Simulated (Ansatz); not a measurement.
Cost and result for the atomization energy of C2H7ClSi2, SMILES `[SiH3]/C=C/[SiH2]Cl` (12 atoms, 11 bonds).

```xyz
12

Si   -2.0238   -1.1173    0.2323
C    -0.2305   -0.6410    0.0287
C     0.1929    0.6215   -0.0974
Si    1.9837    1.0447   -0.3177
Cl    2.6212    2.2457    1.2296
H    -2.4481   -2.0142   -0.8760
H    -2.8501    0.1173    0.2230
H    -2.2213   -1.8466    1.5135
H     0.5142   -1.4389    0.0151
H    -0.5398    1.4289   -0.0790
H     2.2195    1.8045   -1.5691
H     2.7820   -0.2045   -0.3031
```

Total charge 0; spin multiplicity 1. The geometry is a stationary point of PBE0-D4/def2-TZVP. It is one conformer, not always the lowest. Program: Ansatz. All runs use 4 threads of an Arm Neoverse V2 on a shared host. Times are those of one run each, without the atoms' runs, and a repeat can differ threefold. Electronic energies, without spin–orbit coupling; frozen cores. CCSD(T)/CBS adds CCSD(T) − MP2 in def2-TZVPP to the MP2 limit, and its time is that of the two runs behind it. T1 = 0.011. B3LYP takes the VWN-RPA correlation (the form of Gaussian; ORCA's B3LYP/G).

CCSD(T)/CBS is a level of theory with its own doubt, some kJ/mol a heavy atom from the limit and from the frozen cores, so smaller differences don't rank the functionals.

| level | functions | wall time |
| --- | --- | --- |
| LDA (SPW92)/def2-TZVPP | 286 | 1.3 s |
| BLYP-D4/def2-TZVPP | 286 | 2.1 s |
| PBE-D4/def2-TZVPP (with forces) | 286 | 2.5 s |
| BHLYP-D4/def2-TZVPP | 286 | 3.5 s |
| CAM-B3LYP-D4/def2-TZVPP | 286 | 3.9 s |
| CCSD(T)/def2-SVP | 117 | 4.5 s |
| r2SCAN-D4/def2-TZVPP (with forces) | 286 | 4.8 s |
| B3LYP-D4/def2-TZVPP (with forces) | 286 | 5.5 s |
| r2SCANh-D4/def2-TZVPP | 286 | 5.5 s |
| B2PLYP/def2-TZVPP | 286 | 6 s |
| MP2/def2-QZVPP | 534 | 23 s |
| CCSD(T)/def2-TZVPP | 286 | 2.8 min |
| CCSD(T)/CBS(def2) | – | 3.2 min |

Question: What atomization energy does each give, and how far from CCSD(T)/CBS? (Estimate.)

Answer: Ansatz gave: 
```csv
level,atomization (kJ/mol),difference from CCSD(T)/CBS,per bond
LDA (SPW92)/def2-TZVPP,4674.5,486.0,44.2
BLYP-D4/def2-TZVPP,4145.9,-42.6,-3.9
PBE-D4/def2-TZVPP (with forces),4206.6,18.1,1.6
BHLYP-D4/def2-TZVPP,4110.6,-77.9,-7.1
CAM-B3LYP-D4/def2-TZVPP,4189.5,1.0,0.1
CCSD(T)/def2-SVP,3941.5,-247.0,-22.5
r2SCAN-D4/def2-TZVPP (with forces),4191.9,3.4,0.3
B3LYP-D4/def2-TZVPP (with forces),4178.5,-10.0,-0.9
r2SCANh-D4/def2-TZVPP,4175.6,-12.9,-1.2
B2PLYP/def2-TZVPP,4131.7,-56.8,-5.2
MP2/def2-QZVPP,4178.7,-9.8,-0.9
CCSD(T)/def2-TZVPP,4081.7,-106.8,-9.7
CCSD(T)/CBS(def2),4188.5,0.0,0.0
```

In def2-TZVPP, CCSD(T) changes the Hartree–Fock value by +897.2 kJ/mol (the triples alone add +53.4 kJ/mol) and MP2 by +930.6 kJ/mol; breaking electron pairs costs correlation energy, which Hartree–Fock lacks. From r2SCAN to r2SCAN0 (25 % exact exchange), in def2-TZVPP and without D4, the atomization energy moves by −40.4 kJ/mol: exact exchange takes away binding that semilocal exchange gives to molecules. At CCSD(T), def2-SVP lies −247.0 kJ/mol from the extrapolated value and def2-TZVPP −106.8 kJ/mol: correlation converges slowly with the basis, and small sets miss more of it in the bonded molecule than in its fragments.
